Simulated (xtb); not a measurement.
[5]radialene (C₁₀H₁₀), SMILES C=C1C(=C)C(=C)C(=C)C1=C. All values are semi-empirical tight-binding results from xtb (GFN2-xTB unless named), good for trends rather than for accurate numbers. Coordinates come from a GFN2-xTB optimisation.

The point group as xtb finds it is D5h, the orbital gap is 2.69 eV and the dipole moment comes out as 0.00 D. The zero-point energy comes out as 99.7 kcal/mol. The G − E(el) at 298.15 K (modified RRHO) comes out as 79.7 kcal/mol. The static polarisability (D4 model) is 112.8 bohr³, the solvation energy, GFN2-xTB/ALPB(water) comes out as -1.3 kcal/mol and the solvation energy, GFN2-xTB/ALPB(thf) comes out as -7.9 kcal/mol.

Give the IR lines (harmonic; lines under 4 % of the strongest left out, lines within 3 cm⁻¹ merged). (Estimate from the structure and the level; the computed values follow.)

ν (cm⁻¹): 881 (vs), 1161 (m), 3117 (s), 3137 (vs) (against the strongest line: vs over 80 %, s over 45 %, m over 15 %, w over 4 %, vw less)
